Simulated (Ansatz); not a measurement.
Compare A (`N[Si]1(F)C=CO1`) with its isomer B (`O[SiH]1C=C(F)N1`).

Computed with Ansatz on PBE0-D4/def2-TZVP structures; ΔE is electronic, products minus reactants. CCSD(T)/CBS is the MP2 limit (def2-TZVPP, def2-QZVPP) plus CCSD(T) − MP2 in def2-TZVPP, frozen cores. Functionals use def2-TZVPP. B3LYP here is the variant with VWN-RPA as its local correlation; programs differ in this. Each species was taken in one conformer, which may not be the lowest.

Question: Which is lower in electronic energy at CCSD(T)/CBS, and by how much? (Best estimate.)

Answer: The calculation gave: A, by 195.7 kJ/mol.

Question: Give E(B) − E(A) in kJ/mol with PBE0-D4, B3LYP-D4, B2PLYP, r2SCAN-D4, PBE-D4, ωB97M-V, HF/def2-TZVPP. (An estimate is asked.)

Answer: Ansatz gave: PBE0-D4 176.2, B3LYP-D4 185.8, B2PLYP 191.0, r2SCAN-D4 183.3, PBE-D4 169.4, ωB97M-V 188.0, HF/def2-TZVPP 199.6. None reverses the order clearly.

Largest T1 diagnostic: 0.013.

From PBE to PBE0 (25 % exact exchange), in def2-TZVPP and without D4, E(B) − E(A) moves by +6.8 kJ/mol. In def2-TZVPP, CCSD(T) changes the Hartree–Fock value by −7.7 kJ/mol (the triples alone add −2.6 kJ/mol) and MP2 by −5.4 kJ/mol.
